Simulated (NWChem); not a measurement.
System: CH₂NO, doublet; SMILES N[C]=O

NWChem input:

```
start job
memory heap 200 mb stack 900 mb global 1100 mb
geometry units angstroms noautosym nocenter noautoz
  N      0.095584     1.088100     0.000000
  C     -0.413907    -0.157263     0.000000
  O      0.159689    -1.214220     0.000000
  H      1.100009     1.252195     0.000000
  H     -0.518452     1.886778     0.000000
end
basis spherical
  * library def2-svp
end
dft
  odft
  mult 2
  xc pbe0
  iterations 150
end
cosmo
  dielec 20.7
end
task dft energy
```

In the optimisation the excess spin sits in a' (Cs, its own frame). All runs use the structure optimised with B3LYP/6-31G* (spherical d), spin-unrestricted. No stability test was run on the SCF state.

Level: PBE0/def2-SVP with COSMO at NWChem's default radii, gas-phase geometry; the question gives the dielectric constant. Reactions with the solvent are ignored.

**Question.** Predict the main results of this run. (PBE0/def2-SVP, spin-unrestricted, COSMO on the gas-phase geometry.) Quantities: electrostatic solvation energy (kcal/mol); dipole in solution (D).

**Answer.** 
```json
{
 "electrostatic solvation energy (kcal/mol)": "-7.4",
 "dipole in solution (D)": "4.64"
}
```
